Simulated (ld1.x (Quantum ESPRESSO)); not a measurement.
**Ranking ultrasoft potentials for Mn (Z = 25)**

All share these settings but for the change named:

```
Element                 : Mn
Generator               : ld1.x (Quantum ESPRESSO) 7.5
Type                    : ultrasoft
Functional              : PBE
Relativity              : scalar-relativistic
Frozen core             : [Ar]
Valence charge          : 7
Reference configuration : 3d5 4s1.75 4p0 (charge +0.25)
Partial waves           : 4s (bound): rcut 2.40, rcutus 2.75 bohr; 4s channel at 1.65 Ry: rcut 2.40, rcutus 2.75 bohr; 4p (bound, empty): rcut 2.40, rcutus 2.90 bohr; 4p channel at 0.25 Ry: rcut 2.40, rcutus 2.90 bohr; 3d (bound): rcut 1.65, rcutus 1.80 bohr; 3d channel at -0.35 Ry: rcut 1.65, rcutus 1.80 bohr
Local potential         : all-electron potential smoothed inside 2.20 bohr (lloc = -1)
Core correction         : a·sin(br)/r model core, default radius (core density twice the valence density)
Augmentation charge     : PSQ, radius 1.60 bohr
```

Test errors are all-electron minus pseudo excitation energies from the reference, over 3d5 4s2 4p0; 3d5 4s1 4p0; 3d5 4s0 4p0; 3d5 4s0 4p2; 3d5 4s1 4p1; 3d6 4s0 4p0; 3d5.5 4s1.5 4p0. None of these files shows a bound ghost.

The base gives 17.3 meV.

Of 12 variants that were run, those that failed, showed a ghost or another fault, or gave nearly equal values are left out.

A variant can come out equal or close to the base, since the largest error may sit in a test that the change hardly touches while other tests move.

Rank these variants by their largest absolute test error, smallest first.
A. local potential all-electron potential smoothed inside 1.78 bohr (lloc = -1)
B. waves 3d (bound): rcut 1.65, rcutus 2.26 bohr; 3d channel at -0.35 Ry: rcut 1.65, rcutus 2.26 bohr
C. core correction a·sin(br)/r model core inside 1.42 bohr
D. all radii but the core radius scaled by about 1.24 (s 3.42, p 3.60, d 2.24 bohr, rcut 2.98/2.98/2.04); local potential all-electron potential smoothed inside 2.72 bohr (lloc = -1); augmentation PSQ, radius 1.98 bohr
E. local potential all-electron potential smoothed inside 2.25 bohr (lloc = -1)

E (15.9 meV), A (20.6 meV), C (44.7 meV), B (98.8 meV), D (123.4 meV).
